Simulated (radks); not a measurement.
Initial-state core-level shifts of the ytterbium ion Yb3+ when its valence configuration changes from [Xe] 4f13. Calculated with a radial shooting solver on a logarithmic mesh with Libxc functionals: scalar-relativistic Kohn-Sham, LDA (Slater exchange, Perdew-Wang correlation), spin-unpolarised, spherical densities, point nucleus. Shifts are changes of the shell-averaged eigenvalues in eV (positive: less bound).

\begin{tabular}{lrrrr}
valence & 1s & 2p & 3s & 3p \\ \hline
4f12 6p1 & -12.638 & -13.261 & -14.252 & -14.233 \\
4f12.5 6p0.5 & -6.166 & -6.462 & -6.933 & -6.925 \\
4f12 6s1 & -11.302 & -11.932 & -12.927 & -12.909 \\
4f11.5 5d1 6p0.5 & -14.687 & -15.530 & -17.192 & -17.162 \\
4f12 6s0.5 6p0.5 & -11.972 & -12.599 & -13.592 & -13.573 \\
4f11 6p2 & -26.442 & -27.809 & -29.979 & -29.937 \\
4f12.5 5d0.5 & -3.919 & -4.158 & -4.677 & -4.668 \\
4f11.5 6s1 6p0.5 & -18.091 & -19.078 & -20.638 & -20.608 \\
4f9.5 5d1 6p2.5 & -43.880 & -46.386 & -50.779 & -50.692 \\
\end{tabular}
